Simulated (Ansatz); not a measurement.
`[NH2][Ga]([OH])[OH]` + `C=CCCC` → `[CH3][Ga]([NH2])[OH]` + `C=CCCO`  (formal exchange of groups at a Ga–O bond)

Gas-phase electronic energies from Ansatz, PBE0-D4/def2-TZVP geometries. CBS: MP2 limit from def2 TZ/QZ plus the TZ coupled-cluster correction, frozen cores. Functionals use def2-TZVPP. B3LYP here is the variant with VWN-RPA as its local correlation; programs differ in this. For Ga outer-core shells are correlated without core-valence functions, which leaves a few kJ/mol of doubt a bond. Scalar relativity is left out up to krypton. One conformer a species, not always the lowest.

| level | ΔE (kcal/mol) | difference from CCSD(T)/CBS |
| --- | --- | --- |
| r2SCAN-D4 | 23.0 | -0.7 |
| B3LYP-D4 | 22.9 | -0.8 |
| ωB97X-V | 23.1 | -0.6 |
| PBE | 21.7 | -2.0 |
| r2SCAN | 23.0 | -0.7 |
| B3LYP | 23.4 | -0.3 |
| HF/def2-QZVPP | 26.9 | 3.2 |
| MP2/def2-QZVPP | 25.5 | 1.8 |
| HF/CBS(def2) | 26.9 | 3.2 |
| CCSD/CBS(def2) | 24.0 | 0.3 |
| CCSD(T)/CBS | 23.7 | 0 |

Largest T1 diagnostic among the species: 0.013.

From PBE to PBE0 (25 % exact exchange), in def2-TZVPP and without D4, ΔE moves by +0.8 kcal/mol. In def2-TZVPP, CCSD(T) changes the Hartree–Fock value by −2.3 kcal/mol (the triples alone add −0.3 kcal/mol) and MP2 by −0.9 kcal/mol.
